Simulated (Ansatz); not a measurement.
CHF₂, SMILES F[CH]F (connectivity only; charge and spin as stated), charge +1, multiplicity 1.

Coordinates come from a PBE0-D3(BJ)/def2-TZVP optimisation. The spin state was assumed, not searched. The isomer is the one that the SMILES or the coordinates give; other isomers of the formula were not compared.

Two levels are set side by side: PBE/def2-TZVPD (Ansatz, a quantum-chemistry and plane-wave program) and CAM-B3LYP/def2-TZVPD (Ansatz). Energy differences of separate SCF runs at the same geometry; the states with an electron removed or added have multiplicity 2 and 2. Differences are taken from unrounded values.

```
quantity                           CAM-B3LYP    PBE  PBE minus CAM-B3LYP
---------------------------------  ---------  -----  -------------------
vertical ionisation energy (eV)        25.01  24.22                -0.78
vertical electron affinity (eV)         8.09   7.78                -0.31
vertical singlet–triplet gap (eV)       7.08   6.68                -0.39
```
